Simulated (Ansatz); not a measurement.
Ideal-gas functions of H₄OSiZn (`[SiH3][O][ZnH]`) at 500 K and 1 bar, from an Ansatz frequency run at PBE0-D4/def2-TZVP.

Molar mass 113.51 g/mol, point group C1 (symmetry number 1), electronic degeneracy 1, moments of inertia 8.156, 250.192, 252.51 u Å². Harmonic wavenumbers (cm⁻¹, unscaled): 16, 65, 458, 480, 485, 727, 731, 956, 959, 995, 1075, 2007, 2183, 2191, 2211.

Use S(trans) = R[1.5 ln M + 2.5 ln T − 1.1517]; rotational temperatures θ = 24.2544 K / I; S(rot) = R[ln(√π/σ · √(T³/θAθBθC)) + 1.5]; for each mode x = 1.438777 ν̃/T, S = R[x/(eˣ − 1) − ln(1 − e⁻ˣ)] and H = RT x/(eˣ − 1); 1 cm⁻¹ = 0.0119627 kJ/mol; R = 8.31446 J/(mol·K).

Task: By hand: the entropy, in J/(mol·K).

Result: Translation 178.6. Rotation: θ = 2.9738, 0.0969, 0.0961 K, giving 109.6. Vibration, mode by mode: 33.91, 22.27, 6.60, 6.26, 6.19, 3.54, 3.51, 2.11, 2.09, 1.93, 1.61, 0.18, 0.11, 0.11, 0.11, in all 90.5. Electronic 0.0. Sum 378.7 J/(mol·K).

Task: By hand: H − E and G − E in kJ/mol, counted from the electronic energy.

Result: Zero-point energy ½ × 15539 × 0.0119627 = 92.9; thermal vibration 19.2; translation, rotation and pV give 4 RT = 16.6. H − E = 128.7 kJ/mol, and G − E = 128.7 − 500 × 378.7/1000 = -60.6 kJ/mol.

Vibration gives 24 % of the entropy, 56.2 J/(mol·K) of it from the modes under 150 cm⁻¹: soft modes count most, and the harmonic formula is weakest for them. The sum counts one conformer and one mirror image; others add a mixing term.
